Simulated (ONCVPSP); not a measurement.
## An all-electron radial function and its pseudo partner (aluminium (Al))

Columns: radius, all-electron u(r) and pseudo u(r) of the 3p shell (level -2.71 eV) of aluminium in the configuration [Ne] 3s2 3p1; PBE, scalar-relativistic, ONCV scheme, ONCVPSP 4.0.1.

```tsv
r (bohr)	all-electron	pseudo
0.125	-0.0984	0.0036
0.250	-0.1916	0.0145
0.375	-0.2134	0.0325
0.500	-0.1814	0.0572
0.625	-0.1192	0.0879
0.750	-0.0431	0.1234
0.875	0.0367	0.1625
1.000	0.1146	0.2039
1.125	0.1874	0.2463
1.250	0.2535	0.2889
1.375	0.3123	0.3311
1.500	0.3641	0.3720
1.625	0.4091	0.4108
1.750	0.4475	0.4465
1.875	0.4795	0.4779
2.000	0.5053	0.5042
2.125	0.5254	0.5248
2.250	0.5402	0.5400
2.375	0.5502	0.5502
2.500	0.5560	0.5560
2.625	0.5581	0.5581
2.750	0.5569	0.5569
2.875	0.5529	0.5529
3.000	0.5465	0.5465
3.125	0.5380	0.5380
3.250	0.5279	0.5279
```

Task: How many radial nodes do the two functions have?

Result: The all-electron 3p function has n − l − 1 = 1; the pseudo-wave has 0, since the states of the same l below it are removed with the core.

Task: At about which radius was the pseudo-wave matched?

Result: 2.50 bohr. The columns agree to 0.0005 from 2.25 bohr on; several derivatives are matched, so the curves merge somewhat inside the radius.

Task: Is the pseudo-wave norm-conserving?

Result: Yes: the ONCV scheme keeps the norm inside the radius equal to the all-electron one, which fixes the energy derivative of the logarithmic derivative at the level.
